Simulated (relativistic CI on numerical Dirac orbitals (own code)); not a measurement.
Computed by Dirac-Coulomb-Breit CI, KLI orbitals optimised for each configuration, model QED, unscaled Slater integrals (own radial code, finite nucleus).

The strongest absorption lines from the ground level of an ion, among the configurations computed and to levels below about 2330 eV (vacuum wavelength in Å, gf): 5.3593 (0.074), 5.3760 (0.67), 5.3801 (0.44), 5.3975 (0.31), 5.4015 (0.077), 23.515 (1.9), 24.858 (1.3), 25.989 (0.13).

(1) Which ion is it?
A. Hg LIV
B. Th LXVI
C. Hg LVI
D. Hg LVIII

## Answers

(1) C. Hg LVI has 25 electrons and the ground level 3s²3p⁶3d⁷ ⁴F9/2; the strongest line goes to 3s²3p⁵3d⁸ ⁴D°7/2. The pattern of lines fixes the number of electrons, and along that sequence the line energies rise steadily with the charge (about as its square where n changes within one kind of shell, about linearly where n is kept but much faster in heavy ions where fine structure, which grows about as Z⁴, sets the gap, and irregularly where shells cross), which fixes Z. Configurations outside the model, such as inner-shell arrays, can give stronger lines. At this charge energies of transitions that change n are usually good to better than 1 %, and those within a shell (Δn = 0) to a few per cent.

LS names give the leading component of a level, which can be under half, so a name can repeat, a term be missing and a line seem to break the LS rules.
